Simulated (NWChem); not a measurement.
System: C2H6B cation

Input file for NWChem:

```
start job
memory heap 200 mb stack 900 mb global 1100 mb
charge 1
geometry units angstroms noautosym nocenter noautoz
  C      0.000000     0.000000     1.482654
  B      0.000000     0.000000     0.000000
  C      0.000000     0.000000    -1.482654
  H     -0.788294     0.664278     1.872874
  H     -0.181135    -1.014821     1.872874
  H      0.969429     0.350543     1.872874
  H      0.350543     0.969429    -1.872874
  H     -1.014821    -0.181135    -1.872874
  H      0.664278    -0.788294    -1.872874
end
basis spherical
  * library 6-31+g*
end
dft
  xc b3lyp
  iterations 150
end
property
  response 1 0.0
end
task dft property
```

All runs use the structure optimised with B3LYP/6-31G* (spherical d). B3LYP is NWChem's, with the RPA form of VWN correlation.

Static field.

**Question.** Give the results of this calculation. (B3LYP/6-31+G* (spherical d).) Quantities: isotropic polarisability (bohr³); anisotropy (bohr³).

**Answer.** 
```yaml
isotropic polarisability (bohr³): 31.9
anisotropy (bohr³): 17.1
```
